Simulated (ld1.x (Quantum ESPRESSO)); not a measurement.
**O: PAW pseudisation with LDA (PZ), non-relativistic reference atom.**

ld1.x (Quantum ESPRESSO) 7.5 input, shortened:

```
&input
   title='O', zed=8., rel=0, dft='PZ', iswitch=3,
   config='[He] 2s2 2p3.5 3d-2'
 /
 &inputp
   pseudotype=3, lpaw=.true., tm=.true., lloc=-1, rcloc=1.10,
   nlcc=.true., new_core_ps=.true., rcore=0.30,
   which_augfun='PSQ', rmatch_augfun_nc=.true.
 /
5
2S  1  0   2.00   0.00  0.55  0.65  0.0
2S  1  0   0.00   0.85  0.55  0.65  0.0
2P  2  1   3.50   0.00  1.15  1.35  0.0
2P  2  1   0.00  -0.70  1.15  1.35  0.0
3D  3  2  -2.00   0.05  0.80  1.05  0.0
 &test
   configts(1)='2s2 2p3.5'
 /
```

All-electron outer shells of the reference configuration (LDA (PZ), non-relativistic, ld1.x):

```json
{"shell": "2s", "level (eV)": "-31.11", "outermost node (bohr)": "0.28", "outermost maximum (bohr)": "0.87"}
{"shell": "2p", "level (eV)": "-16.44", "outermost node (bohr)": "–", "outermost maximum (bohr)": "0.80"}
```

Calculated quality:

* Cutoffs needed: 90 Ry and 120 Ry (the cutoffs (Ry, on a coarse ladder) from which the occupation-weighted sum of valence levels, in a spherical-Bessel basis at the reference potential, stays within 10 and 1 mRy of its value at 400 Ry)
* Ghost test: no extra level below or beside the all-electron valence levels (s, p, d, f tested) (spherical-Bessel basis up to 400 Ry, 20 bohr box)
* Configuration tests: test run stopped at test 1 of 9 (negative rho)
* Lowest eigenvalue of the overlap operator: 0.77 (s channel)
* Density cutoff estimated by the generator: 744 Ry

Generation and tests took about 0.45 s on one core of a shared server CPU.
